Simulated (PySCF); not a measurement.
**Cr (chromium, neutral): UHF calculation**

Configuration: [Ar] 3d4 4s2, high-spin 5D determinant (an excited configuration). Computed with PySCF 2.14 in aug-cc-pwCVTZ, with the non-relativistic Hamiltonian (point nucleus).

```json
{"Total energy": "-1043.317011 hartree", "One-electron energy": "-1435.0971 hartree", "Hartree (Coulomb) energy": "439.3105 hartree", "Exchange energy": "-47.5304 hartree", "Kinetic energy": "1043.31973 hartree", "⟨S²⟩": "6.0161", "⟨L²⟩": "6.024", "Sum of ⟨r⟩": "21.76 bohr", "Sum of ⟨r²⟩": "45.35 bohr²", "Traceless quadrupole moment −½Σ⟨3z² − r²⟩ along its main axis": "-0.125 e·bohr²", "Density at the nucleus (Gaussians lack the cusp)": "9270 bohr⁻³", "Spin density at the nucleus": "-0.127 bohr⁻³", "Langevin diamagnetic susceptibility": "-35.9 ×10⁻⁶ cm³/mol"}
```

```csv
shell,electrons,mean orbital energy (eV),spread (eV),"rms radius, mean of both spins (bohr)"
1s β,1,-6002.7,0,0.0743
1s α,1,-6002.6,0,0.0743
2s α,1,-720.72,0,0.319
2s β,1,-718.19,0,0.319
2p α,3,-609.83,0.019,0.288
2p β,3,-607.38,0.751,0.288
3s α,1,-99.379,0,0.971
3s β,1,-91.099,0,0.971
3p α,3,-66.266,1.304,1.05
3p β,3,-56.179,1.902,1.05
3d α,4,-15.620,1.716,1.38
4s α,1,-7.088,0,3.78
4s β,1,-6.031,0,3.78
```

Spin-orbit constants ζ (cm⁻¹) from the X2C one-electron operator on these orbitals (non-relativistic here): bare nucleus, nucleus screened by l(l+1)(2l+1)/3 electrons, and screened by the Breit-Pauli mean field of the electrons.

```tsv
shell	bare	screened nucleus	mean field
2p	47680	43710	n/a
3p	5491	5034	n/a
3d	476.4	277.9	n/a
```

To first order the Landé constant is A = 69.47 cm⁻¹, so the lowest level has J = 0 and lies 0.0517 eV below the centre of the term. This holds in LS coupling only.
